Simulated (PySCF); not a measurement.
Structure problem from calculated spectra and properties.

Formula: C8H6FN.

| Property | Result |
| --- | --- |
| Triplet | lowest triplet excitation (Tamm–Dancoff): 2.82 eV [TDA PBE0/def2-SVPD] |
| 1H NMR | chemical shifts (computed TMS as zero) by class: 5.75 (1 H), 5.14 (1 H), 4.99 (1 H), 3.67 (1 H), 3.46 (2 H) ppm [GIAO PBE0/pcSseg-1] |
| 13C NMR | chemical shifts (computed TMS as zero) by class: 175.4 (1 C), 153.7 (1 C), 122.0 (1 C), 112.5 (1 C), 104.3 (1 C), 99.8 (1 C), 86.8 (1 C), 44.2 (1 C) ppm [GIAO PBE0/pcSseg-1] |
| NMR, other nuclei | isotropic shieldings of nuclei other than C and H, by class: -72 (1 N), 251 (1 F) ppm [GIAO PBE0/pcSseg-1] |
| Rotational structure | rotational constants A, B, C: 1.606, 1.162, 0.724 GHz [GFN2-xTB] |
| UV, strongest line | among the 6 lowest singlet transitions: S3 at 4.99 eV (248 nm, f = 0.334) [TDDFT PBE0/def2-SVPD] |
| Dipole | 3.01 D [PBE0/def2-SVPD] |

Gas-phase values; electronic properties from PySCF, density fitting. Levels stand in brackets. NMR shifts are as computed; neighbouring signals can stand in another order in a measured spectrum. Isolated species at its GFN2-xTB geometry (one conformer only). NMR values are class means; diastereotopic atoms form classes of their own.

Problem. Give a SMILES that accounts for the data.

Solution. Numbering: `[CH:1]#[C:2]/[C:3](=[CH:4]/[C:5]#[N:6])[CH2:7][C:8](=[CH2:9])[F:10]`. Its formula, C8H6FN, gives 6 degrees of unsaturation: 0 rings and 6 π bonds in the structure found. 8 carbons fall into 8 classes; from least to most shielded: vinylic C–F carbon [C8] (175.4 ppm), fully substituted alkene carbon [C3] (153.7 ppm), nitrile carbon [C5] (122.0 ppm), alkene CH carbon [C4] (112.5 ppm), terminal alkyne carbon [C1] (104.3 ppm), terminal =CH2 carbon [C9] (99.8 ppm), alkyne carbon [C2] (86.8 ppm), allylic carbon [C7] (44.2 ppm). Hydrogen classes from least to most shielded: 1 H on an alkene CH carbon, C4 (5.75 ppm), 1 H on a terminal =CH2 carbon, C9 (5.14 ppm), 1 H on a terminal =CH2 carbon, C9 (4.99 ppm), 1 H on a terminal alkyne carbon, C1 (3.67 ppm), 2 H on an allylic carbon, C7 (3.46 ppm, a mean of values up to 0.9 ppm apart in this geometry). The other shieldings belong to: -72 ppm, nitrile nitrogen [N6]; 251 ppm, vinyl fluorine [F10]. The optimised geometry has point group C1 and is an asymmetric top. Structure: `C#C/C(=C/C#N)CC(=C)F`. Computed isomers that give other values at the same levels: `N#CCc1ccccc1F` (13C chemical shifts (computed TMS as zero) by class: 169.4 (1 C), 137.8 (1 C), 135.6 (1 C), 130.4 (1 C), 125.6 (1 C), 123.2 (1 C), 121.8 (1 C), 16.2 (1 C) ppm); `N#CCc1cccc(F)c1` (13C chemical shifts (computed TMS as zero) by class: 173.5 (1 C), 140.6 (1 C), 137.0 (1 C), 130.0 (1 C), 122.3 (1 C), 121.8 (1 C), 121.2 (1 C), 25.2 (1 C) ppm); `N#CCc1ccc(F)cc1` (13C chemical shifts (computed TMS as zero) by class: 172.8 (1 C), 136.7 (2 C), 133.2 (1 C), 122.6 (2 C), 122.1 (1 C), 24.8 (1 C) ppm). The assignments are read from this structure; whether some other isomer fits the data as well wasn't checked.

Conformer computed: `[CH:1]#[C:2]/[C:3](=[CH:4]/[C:5]#[N:6])[CH2:7][C:8](=[CH2:9])[F:10]`: C2–C3–C7–C8 81°, C3–C7–C8–C9 94°.
